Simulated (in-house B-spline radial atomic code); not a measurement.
Results of a calculation; reference values are marked as such.
Building a PAW s channel for Li, r_c = 2.87 bohr

Li, [He] 2s1, non-relativistic LDA (VWN5), spherical and spin-unpolarised, from a B-spline radial code for spherical atoms (atomic units; all potentials screened as in the neutral atom).

Two all-electron partial waves φ1, φ2 are integrated outwards at E1 = ε(2s) = -0.10554 and E2 = E1 + 1 hartree; φ1 is the bound orbital and φ2 has unit norm inside r_c = 2.8741 bohr. Smooth partners are polynomials, r^1(a0 + a1 r² + a2 r⁴ + a3 r⁶), matched to φ and three derivatives at r_c, with no condition on the norm. The local potential is -0.825228 + (0.165941) r² + (-0.0177633) r⁴ + (0.000742553) r⁶ inside 2.4341 bohr and the all-electron one outside.

```
wave     φ(r_c)     φ'(r_c)         a0            a1            a2            a3
   1  0.5098672  0.03348953  0.2232939  0.0008451418  -0.001167767  4.756222e-05
   2  0.4635217    1.358538   -1.50622     0.3601372   -0.02265491  0.0004230895
```

Inside r_c the overlaps are <φi φj> = [[0.29220, -0.33858], [-0.33858, 1.00000]] and, for the smooth waves, [[0.32534, -0.52916], [-0.52916, 2.01746]]. With χj = (Ej − T − V_local) applied to smooth wave j, the program's quadrature gives the matrix B_ij = <smooth i, χj> as [[0.05415, -0.38314], [-0.19255, 1.45969]].

**Question.** Check the match of the first wave, and find the augmentation charges q_ij.

**Answer.** At r_c the four terms are 0.64177, 0.02006, -0.22902, 0.07705, which sum to 0.5099, φ1(r_c) to rounding. q_ij is the all-electron overlap less the smooth one: [[-0.03314, 0.19058], [0.19058, -1.01746]]. The smooth first wave has a norm of 0.3253 inside r_c against 0.2922, so q11 is negative and must stay small enough for the overlap operator to be positive.

**Question.** B isn't symmetric. Show that D_ij = B_ij + Ej q_ij is.

**Answer.** Integrating by parts gives B12 − B21 = (E1 − E2) q12: -0.38314 − (-0.19255) = -0.19058, and −1 × (0.19058) = -0.19058. So D12 = -0.38314 + (0.894460)(0.19058) = -0.21267 and D21 = -0.19255 + (-0.10554)(0.19058) = -0.21267; D11 = 0.05764, D22 = 0.54961. The projectors, p = (B⁻¹)ᵀ χ, are dual to the smooth waves; det B = 0.0053.

Solving (T + V_local + Σ p D p) ψ = E (1 + Σ p q p) ψ in a sphere of 9 bohr, whose wall lifts the free-atom level a little, gives these levels:

```
all-electron  one projector  two projectors
   -0.101715      -0.101715       -0.101715
    0.122958       0.121359        0.122917
    0.466393       0.447914        0.466267
    0.949761       0.857766        0.949751
    1.566860       1.336580        1.562530
```

**Question.** What does the second projector gain?

**Answer.** With one projector the errors are 0.00, -1.60, -18.48, -91.99 millihartree, and the level at 1.3366 is out of step with the all-electron series: an extra state, or one far too low, so the pairing ends there. With two the errors are 0.00, -0.04, -0.13, -0.01, -4.33 millihartree. The scattering is exact at E1 and at E2 = 0.894, and over all levels compared the largest error is 4.3 millihartree. The lowest eigenvalue of the overlap operator is 0.7881 with one and 0.273 with two projectors. The smooth orbital alone needs a cutoff of 0.5 hartree for 1 millihartree of kinetic energy, against 2.08 for a norm-conserving Troullier-Martins orbital of the same radius; part of the gain comes from giving up the norm, part from the simpler form.
